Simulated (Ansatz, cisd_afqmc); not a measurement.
Species: C₂H₂O, charge 0, singlet. C2H2O (SMILES C#CO).
B3LYP-D3(BJ)/def2-TZVP minimum from Ansatz (an electronic-structure program):
```xyz
5

C      1.3080    -0.1153    -0.1364
C      0.1216    -0.0059    -0.0156
O     -1.1689     0.1846     0.0722
H      2.3584    -0.2191    -0.2392
H     -1.5848    -0.5301     0.5735
```
Charge 0, spin multiplicity 1.

Total energies in cc-pVTZ, 16 correlated electrons, 3 frozen orbitals. Open shells are spin-unrestricted; no spin-orbit coupling. Cores are frozen in correlated methods. No relativity. AFQMC/CISD: phaseless, guided by CISD from CCSD amplitudes; bars are statistical, one sigma. Outlying blocks are dropped, and bars are widened where a walk drifts. Over all cases where full CI ran beside it in this data, AFQMC minus full CI had a median of +0.1 mEh and passed +0.4 mEh in a tenth of the cases.

| method | program | energy (Eh) | minus CCSDT(Q) (mEh) |
|---|---|---|---|
| HF | Ansatz | -151.72785 | 577.31 |
| MP2 | Ansatz | -152.26936 | 35.80 |
| CCSD | Ansatz | -152.27824 | 26.91 |
| CCSD(T) | Ansatz | -152.30357 | 1.59 |
| CCSDT(Q) | Ansatz | -152.30516 | 0.00 |
| AFQMC/CISD | cisd_afqmc | -152.3042 ± 0.0004 | 1.0 ± 0.4 |

Rough core times of Ansatz's runs on a shared machine: CCSD(T) under 20 s, CCSDT(Q) 20 min.
